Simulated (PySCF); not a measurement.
Trend along group 14: MCl molecules

PBE with triple-zeta basis sets in PySCF, for the lowest determinant that a PBE0 search found; no spin–orbit coupling. De refers to high-spin ground-configuration atoms. A positive dipole means M(−)Cl(+).

```json
{"M": "C", "basis": "def2-TZVPP", "state (unpaired electrons)": "doublet (π ↑)", "Re (Å)": "1.660", "ωe (cm⁻¹)": "856", "De (eV)": "4.76", "μ (D)": "1.62"}
{"M": "Si", "basis": "x2c-TZVPPall", "state (unpaired electrons)": "doublet (π ↑)", "Re (Å)": "2.085", "ωe (cm⁻¹)": "514", "De (eV)": "4.60", "μ (D)": "-0.72"}
{"M": "Ge", "basis": "def2-TZVPP", "state (unpaired electrons)": "doublet (π ↑)", "Re (Å)": "2.193", "ωe (cm⁻¹)": "392", "De (eV)": "4.33", "μ (D)": "-1.56"}
{"M": "Sn", "basis": "def2-TZVPP", "state (unpaired electrons)": "doublet (π ↑)", "Re (Å)": "2.390", "ωe (cm⁻¹)": "336", "De (eV)": "4.12", "μ (D)": "-2.51"}
{"M": "Pb", "basis": "x2c-TZVPPall", "state (unpaired electrons)": "doublet (π ↑)", "Re (Å)": "2.470", "ωe (cm⁻¹)": "309", "De (eV)": "4.01", "μ (D)": "-3.24"}
```

The shortest bond is that of CCl (1.660 Å), the longest that of PbCl (2.470 Å).

The rows differ in basis set, which adds steps of its own.

Down a group the atoms grow and get heavier, so bonds lengthen and wavenumbers fall; this series shows no clear exception.

These are scalar-relativistic numbers at best; spin–orbit coupling would shift them, the dissociation energy most. States were picked by a PBE0 search and need not be the measured ground states.
